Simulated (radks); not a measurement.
The numbers below are computed, except where a source is named.
All-electron atom: Mo XXIX in [Ne] 3s2 3p1 4s1 (not the ground configuration).

Level of theory: scalar-relativistic Kohn-Sham, Wu-Cohen GGA, spin-unpolarised, spherical densities, point nucleus (a radial shooting solver on a logarithmic mesh with Libxc functionals).

Energy parts (eV):
part                       energy
total                  -94133.451
kinetic                 97529.400
electron-nucleus      -204420.009
Hartree                 14846.255
exchange-correlation    -2089.097

Orbitals (lengths in bohr, moments of r in powers of bohr; <r^-3> diverges for s and p1/2; r(max) is where P^2 peaks; r(90%) holds 90 % of the orbital's charge):
1s: occ. 2; eigenvalue (eV) -21276.71; r(max) 0.02288; r(90%) 0.0630; <r^2> 0.001668
2s: occ. 2; eigenvalue (eV) -4188.364; r(max) 0.1287; r(90%) 0.233; <r^2> 0.02696
2p: occ. 6; eigenvalue (eV) -3907.034; r(max) 0.1027; r(90%) 0.214; <r^2> 0.02107; <r^-3> 2626
3s: occ. 2; eigenvalue (eV) -1600.910; r(max) 0.3513; r(90%) 0.540; <r^2> 0.1575
3p: occ. 1; eigenvalue (eV) -1511.592; r(max) 0.3379; r(90%) 0.534; <r^2> 0.1501; <r^-3> 636.7
4s: occ. 1; eigenvalue (eV) -831.9044; r(max) 0.7063; r(90%) 0.987; <r^2> 0.5539

The highest occupied level is 4s at -831.90 eV. Summed over all electrons, <r^2> = 1.203 bohr^2, which gives a Langevin (diamagnetic) susceptibility term of -0.952 x 10^-6 cm^3/mol.
